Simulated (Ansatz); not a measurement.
Breaking the Sn1–F2 bond in F2H2Sn (SMILES [F][SnH2][F]) (multiplicity 1 held, fragments rigid). Energies count from the point at 1.923 Å.
Geometry at that point (charge 0, multiplicity 1):
```xyz
5

Sn    -0.0384    -0.2808     0.0128
F      1.5623     0.6839    -0.4401
F     -1.3168     1.1137     0.3579
H      0.2553    -1.0588     1.4914
H     -0.5477    -1.0810    -1.3936
```

Signs of static correlation in def2-SVP, from Ansatz (a quantum-chemistry and plane-wave program) runs.

| R (Å) | T1 of restricted CCSD | ⟨S²⟩ of UHF | largest double amplitude of restricted CCSD |
|---|---|---|---|
| 1.538 | 0.012 | 0.000 | 0.037 |
| 1.731 | 0.013 | 0.000 | 0.038 |
| 1.923 | 0.015 | 0.000 | 0.055 |
| 2.115 | 0.016 | 0.000 | 0.062 |
| 2.308 | 0.019 | 0.000 | 0.064 |
| 2.596 | 0.025 | 0.074 | 0.107 |
| 2.884 | [?] | 0.769 | 0.162 |
| 3.365 | 0.066 | 0.955 | 0.315 |
| 3.846 | 0.111 | 0.994 | [?] |
| 4.423 | 0.156 | 1.005 | 0.992 |
| 5.192 | 0.178 | 1.006 | 1.281 |
| 6.153 | 0.178 | 1.006 | 1.349 |

**Question.** Some entries are withheld; supply them.

**Answer.** 
- 2.884, T1 of restricted CCSD: 0.035
- 3.846, largest double amplitude of restricted CCSD: 0.599

Doubts at one or more of the structures used: a restricted determinant that unrestricted orbitals would lower (R-CCSD(T)/def2-SVP); T1 above 0.05 (R-CCSD(T)/def2-SVP, U-CCSD(T)/def2-SVP); other coupled-cluster roots lie near (R-CCSD(T)/def2-SVP); a spin-contaminated determinant (U-CCSD(T)/def2-SVP).
